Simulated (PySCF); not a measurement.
Consider 2,5-dimethylaniline, `Cc1ccc(C)c(N)c1` (C8H11N). Coordinates in Å; atoms count from 1 in this order:
```
C     3.0071    0.7436    0.0349
C     1.5907    0.2434    0.0328
C     1.3173   -1.1282    0.0911
C    -0.0007   -1.5743    0.0929
C    -1.0829   -0.6949    0.0375
C    -2.5000   -1.1833    0.0587
C    -0.8142    0.6890   -0.0282
N    -1.8562    1.6001   -0.0393
C     0.5178    1.1317   -0.0285
H     3.5777    0.3291   -0.8114
H     3.5333    0.4432    0.9551
H     3.0507    1.8397   -0.0339
H     2.1385   -1.8480    0.1366
H    -0.2050   -2.6480    0.1420
H    -2.5423   -2.2758    0.1653
H    -3.0670   -0.7394    0.8948
H    -3.0420   -0.9266   -0.8700
H    -2.7332    1.2744   -0.4237
H    -1.6193    2.5353   -0.3433
H     0.7150    2.2074   -0.0758
```

These are calculated values, ωB97X-D3(BJ)/ma-def2-SVP in PySCF (grid level 2) at geometries from PBE0-D3(BJ)/def2-SVP. The prefix ma- adds one diffuse s and one diffuse p function on all atoms but H. Zero-point and thermal terms (298.15 K, 1 bar) come from unscaled GFN2-xTB harmonic frequencies, with soft modes damped to free rotors in the entropy. These were taken at the GFN2-xTB minima.

Q: What are the vertical and the adiabatic ionisation energy for forming the radical cation?

A: 7.66 eV vertical and 7.29 eV adiabatic, the latter with zero-point energy.

Q: Where does the unpaired spin of the relaxed radical cation sit?

A: C3 (aromatic carbon) 0.41, N8 (aryl amine nitrogen) 0.30, C5 (aromatic carbon) 0.29, C4 (aromatic carbon) -0.15 (intrinsic atomic orbital populations).

Q: What oxidation potential follows in acetonitrile (IEF-PCM), on the absolute scale?

A: In the gas phase ΔG of oxidation is 7.287 eV, and solvation is -26.0 kJ/mol for the parent and -219.3 kJ/mol for the product, so the absolute potential is 5.28 V. The solvent is electrostatics only, on gas-phase structures; the absolute scale refers to an electron at rest in vacuum.

Q: How far is −ε(HOMO) from the vertical value by ΔSCF?

A: −ε(HOMO) = 7.93 eV, which is 0.28 eV above the ΔSCF value.

Known limits: ma-def2-SVP is a small basis, whose errors can reach tens of kJ/mol.

Differences come from unrounded values, so a last digit can differ from that of the printed terms.
